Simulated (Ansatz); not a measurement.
A run of Ansatz (development build ahead of 0.2.0) on singlet AlCl4(-) at this shape:

| atom | x (Å) | y (Å) | z (Å) |
| --- | --- | --- | --- |
| Al | -0.0612 | 0.0088 | 0.0310 |
| Cl | 1.1988 | 1.2459 | 1.1739 |
| Cl | 1.1652 | -1.2503 | -1.2682 |
| Cl | -1.2037 | 1.2913 | -1.1782 |
| Cl | -1.2480 | -1.3010 | 1.1726 |

Its results:

```
Converged                       : yes
Reference energy                : -2080.11203 hartree
Correlation energy              : -0.18718 hartree
Total energy                    : -2080.29921 hartree
Spin squared of the determinant : 0.000
```

Question: Which input gives this output? Name the method, the orbitals and the basis set, and write the input.

Answer: RHF-MP2 in 6-31G. An unrestricted run that stays on the closed shell gives the same numbers.

```yaml
crystal:
  periodic: [false, false, false]
  atoms:
    - { symbol: Al, position_ang: [-0.06116, 0.00884, 0.03101] }
    - { symbol: Cl, position_ang: [1.19882, 1.24586, 1.17385] }
    - { symbol: Cl, position_ang: [1.16521, -1.25029, -1.26815] }
    - { symbol: Cl, position_ang: [-1.20369, 1.29135, -1.17815] }
    - { symbol: Cl, position_ang: [-1.248, -1.30097, 1.17259] }
basis:
  gaussian: { orbitals: "6-31G" }
total_charge: -1
hamiltonian:
  xc: hf
correlation:
  method: mp2
  frozen_orbitals: { Al: 5, Cl: 5 }
```

Caution: no diffuse functions for an anion.
